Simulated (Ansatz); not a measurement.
Reaction (cleavage of the Si–Ga bond): `[SiH3][Ga]([Cl])[Cl]` + `[SiH3][NH][GeH3]` → `[SiH3][N]([SiH3])[GeH3]` + `[Cl][GaH][Cl]`

Program: Ansatz. Geometries: PBE0-D4/def2-TZVP. ΔE: electronic, gas phase. CBS: MP2 limit from def2 TZ/QZ plus the TZ coupled-cluster correction, frozen cores. Functionals use def2-TZVPP. For Ga, Ge outer-core shells are correlated without core-valence functions, which leaves a few kJ/mol of doubt a bond. Scalar relativity is left out up to krypton.

`[SiH3][Ga]([Cl])[Cl]`:

Z-matrix (Å, degrees):
```
Si
Ga 1 2.395
H 1 1.485 2 108.3
H 1 1.483 2 110.0 3 -120.5
H 1 1.485 2 108.5 3 118.9
Cl 2 2.143 1 122.4 3 -61.4
Cl 2 2.141 1 124.2 3 118.4
```

`[SiH3][NH][GeH3]`:

Cartesian coordinates in Å:
```
Si -0.849 -0.946 -0.944
N 0.118 -0.519 0.410
Ge 0.789 1.142 0.827
H -1.565 0.280 -1.381
H -1.829 -2.002 -0.568
H -0.075 -1.465 -2.110
H 0.530 -1.276 0.937
H -0.159 2.170 0.195
H 2.216 1.336 0.275
H 0.823 1.280 2.359
```

`[SiH3][N]([SiH3])[GeH3]`:

Z-matrix (Å, degrees):
```
Si
N 1 1.728
H 1 1.490 2 112.2
H 1 1.486 2 108.7 3 120.3
H 1 1.489 2 110.2 3 -119.4
Si 2 1.728 1 124.1 3 -105.9
Ge 2 1.858 1 118.0 3 70.0
H 6 1.485 2 109.8 1 -28.4
H 6 1.490 2 112.6 1 92.6
H 6 1.489 2 108.7 1 -148.5
H 7 1.537 2 108.4 1 -137.7
H 7 1.537 2 109.6 1 102.0
H 7 1.537 2 107.2 1 -18.0
```

`[Cl][GaH][Cl]`:

Cartesian coordinates in Å:
```
Cl -0.866 -0.039 -1.841
Ga 0.176 -0.055 0.014
Cl -0.955 0.608 1.691
H 1.645 -0.514 0.136
```

```
      level  ΔE (kJ/mol)
LDA (SPW92)        -17.5
     B97M-V        -30.0
```

Q: What does CCSD(T)/CBS give? (Best estimate.)

A: Ansatz gave: -30.7 kJ/mol. The listed levels differ from it by 13.2, 0.7 kJ/mol.

Largest T1 diagnostic among the species: 0.012.

The D4 term adds −8.3 kJ/mol with B3LYP and −4.4 kJ/mol with PBE0; it sums over pairs of atoms, weighted by their polarisabilities, and B3LYP, whose exchange is more repulsive, gets the larger term. From BLYP to BHLYP (50 % exact exchange), in def2-TZVPP and without D4, ΔE moves by −16.8 kJ/mol.

B3LYP here is the variant with VWN-RPA as its local correlation; programs differ in this.
